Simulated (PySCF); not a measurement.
PySCF 2.14 output of an unrestricted PBE0 calculation on a single atom or ion in aug-cc-pV(5+d)Z (8s7p6d4f3g2h, 136 functions), with no relativity, point nucleus:

```
SCF conv_tol = 1e-09
number electrons alpha = 9  beta = 8
    C. Adamo and V. Barone.,  J. Chem. Phys. 110, 6158 (1999)
    M. Ernzerhof and G. E. Scuseria.,  J. Chem. Phys. 110, 5029 (1999)
cycle= 1 E= -459.537590033299  delta_E= -0.00667  |g|= 0.0317  |ddm|= 2.89
cycle= 2 E= -459.537991073468  delta_E= -0.000401  |g|= 0.0241  |ddm|= 0.0813
cycle= 3 E= -459.538203354982  delta_E= -0.000212  |g|= 0.00227  |ddm|= 0.0721
cycle= 4 E= -459.538208179026  delta_E= -4.82e-06  |g|= 0.000776  |ddm|= 0.0176
cycle= 5 E= -459.538208728808  delta_E= -5.5e-07  |g|= 1.19e-05  |ddm|= 0.00376
cycle= 6 E= -459.538208728892  delta_E= -8.46e-11  |g|= 7.18e-07  |ddm|= 9.63e-05
converged SCF energy = -459.538208728892  <S^2> = 0.75591702  2S+1 = 2.0059083
```

The run itself started from symmetry-adapted Hartree-Fock orbitals and held the occupation by maximum overlap, on a logarithmic radial grid, so the iterations belong to that start.

**Question.** Which element, charge and spin multiplicity is this?

**Answer.** Cl (chlorine, neutral), multiplicity 2; the state was [Ne] 3s1 3p6, 2S determinant (an excited configuration).
